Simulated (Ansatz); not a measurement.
**Energy profile**

The step: SiH₄O ([OH][SiH3]) + NH₃ + HF → SiNH₅O ([NH2][SiH2][OH]) + HF + H₂; bonds formed: Si1–N7, H2–H8, H6–F9; bonds broken: Si1–H2, H6–N7, H8–F9 (atoms numbered as in the saddle structure below).

| atom | x (Å) | y (Å) | z (Å) |
| --- | --- | --- | --- |
| Si1 | -0.3220 | 0.2954 | 0.7413 |
| H2 | -0.3694 | -1.5667 | 0.5180 |
| H3 | 0.3089 | -0.1588 | 2.0013 |
| H4 | -1.7747 | 0.1373 | 0.5224 |
| O5 | -0.1069 | 1.9650 | 0.7474 |
| H6 | 0.3622 | -0.6292 | -1.3793 |
| N7 | 0.7740 | 0.1653 | -0.7535 |
| H8 | -0.4225 | -1.7812 | -0.4026 |
| F9 | -0.3259 | -1.8458 | -1.6295 |
| H10 | -0.6699 | 2.4689 | 1.3352 |
| H11 | 1.7127 | -0.1202 | -0.4895 |
| H12 | 0.8335 | 1.0700 | -1.2111 |

Electronic energies by CCSD(T) at an estimated basis limit (MP2 extrapolated from triple and quadruple zeta, plus CCSD(T) − MP2 in triple zeta), on PBE0-D4/def2-TZVP structures; SiNH₈OF, singlet; no counterpoise correction. Program: Ansatz 0.2.0. Basis: def2-TZVPP and def2-QZVPP. Cores are frozen in the correlated methods. Extrapolation: Hartree–Fock as exp(−7.88 √X), correlation as X^−2.97.

Give the profile in kJ/mol, counted from the separated reactants. (Judge from chemistry; the value comes from the calculation.)

Computed:
| point | kJ/mol |
| --- | --- |
| separated: SiH₄O (linked as [OH][SiH3]; Si1, H2, H3, H4, O5, H10; singlet) + NH₃ (H6, N7, H11, H12; singlet) + HF (H8, F9; singlet) | 0.0 |
| start structure | -29.6 |
| saddle | 58.5 |
| end structure | -87.9 |
| separated: SiNH₅O (linked as [NH2][SiH2][OH]; Si1, H3, H4, O5, N7, H10, H11, H12; singlet) + H₂ (H2, H8; singlet) + HF (H6, F9; singlet) | -45.5 |

No T1 diagnostic of these runs exceeds 0.012.

For scale, one of the runs: CCSD(T)/def2-TZVPP, 247 basis functions, launched by `ansatz run in.yaml --threads 4 --pin off --events-out ev --progress --plain --max-ram 9574MiB`. The run took 2 min on 4 CPU threads of an Arm Neoverse V2 (shared host), with 5.2 GiB of host memory at its peak.
